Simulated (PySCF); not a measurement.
Here is a computed PBE0-D3(BJ)/def2-SVP geometry (Å):
```
atom  x, y, z in Å
C1    -2.569   -1.486   -0.021
Si2   -1.526    0.025    0.326
N3    -1.976    1.290   -0.768
C4     0.252   -0.487    0.201
C5     1.424   -0.830    0.101
Ge6    3.237   -1.378   -0.038
H7    -2.374   -1.860   -1.038
H8    -2.330   -2.296    0.684
H9    -3.639   -1.246    0.065
H10   -1.721    0.554    1.708
H11   -1.591    2.216   -0.613
H12   -1.975    1.082   -1.762
H13    3.999   -0.912    1.212
H14    3.857   -0.748   -1.295
H15    3.289   -2.911   -0.142
```

Charge 0, singlet.

Read off the bonds between heavy atoms and their formal orders.

C1–Si2 1.87 Å (single); Si2–N3 1.73 Å (single); Si2–C4 1.85 Å (single); C4–C5 1.23 Å (triple); C5–Ge6 1.90 Å (single). Bonds to hydrogen (Å): C1–H7 1.10; C1–H8 1.10; C1–H9 1.10; Si2–H10 1.49; N3–H11 1.01; N3–H12 1.02; Ge6–H13 1.54; Ge6–H14 1.54; Ge6–H15 1.54.

Write the SMILES.

`C[Si@H](N)C#[C][GeH3]`, C3H9GeNSi. Among its features: alkyne, Si–H bond and C–Si bond.

Name the point group.

C1 (no symmetry element, even within 0.4 Å).

Describe the place of each heavy atom.

C1: Si-methyl carbon; Si2: SiH silicon; N3: silicon-bound nitrogen; C4: alkyne carbon; C5: alkyne carbon; Ge6: germanium bonded to C and 3 H.

What is the arrangement about C4?

It has 2 neighbours (Si2, C5) and is linear (angle 179.2°).

What is the arrangement about Ge6?

It has 4 neighbours (C5, H13, H14, H15) and is tetrahedral (angles from 109.0° to 109.9°).
